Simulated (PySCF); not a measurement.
Compound: CH3F3OSi.
Cartesian coordinates in Å at the PBE0-D3(BJ)/def2-SVP level; atoms count from 1:
```xyz
9
CH3F3OSi angstrom
O     -1.6232    0.9465    0.3400
Si    -0.7493   -0.2948   -0.3196
C      1.0961   -0.1917    0.2395
F      1.6456    0.9847   -0.1199
F      1.8237   -1.1626   -0.3347
F      1.2505   -0.3085    1.5643
H     -1.4143    1.8437    0.0633
H     -0.7083   -0.2570   -1.8094
H     -1.3112   -1.5631    0.2011
```

The closed-shell ground state was solved at several levels (PySCF, density fitting, gas phase, non-relativistic).

```
         level  basis functions  total energy (Eh)  HOMO (eV)  LUMO (eV)  gap (eV)  dipole (D)
PBE0/def2-SVPD              160          -703.2910      -9.22      -0.48      8.74        2.03
  PBE/pcSseg-2              265          -703.8480      -7.58      -1.33      6.25        1.88
```

Task: What might PBE0/pcSseg-1 (124 basis functions) give for the same quantities?

Result: Total energy -703.6248 Eh, HOMO -9.10 eV, LUMO -0.06 eV, gap 9.04 eV, dipole 2.01 D.

Task: Over all these levels, which gives the widest orbital gap and which the narrowest?

Result: PBE0/pcSseg-1 (global hybrid, 25 % exact exchange) has the widest, 9.04 eV, and PBE/pcSseg-2 (GGA) the narrowest, 6.25 eV. Functional and basis both differ between the two, so the spread mixes both effects.

Task: How far do the dipole and the HOMO energy spread over the levels?

Result: The dipole runs from 1.88 to 2.03 D (mean 1.97 D) and the HOMO from -9.22 to -7.58 eV.

One conformer stands for the species.
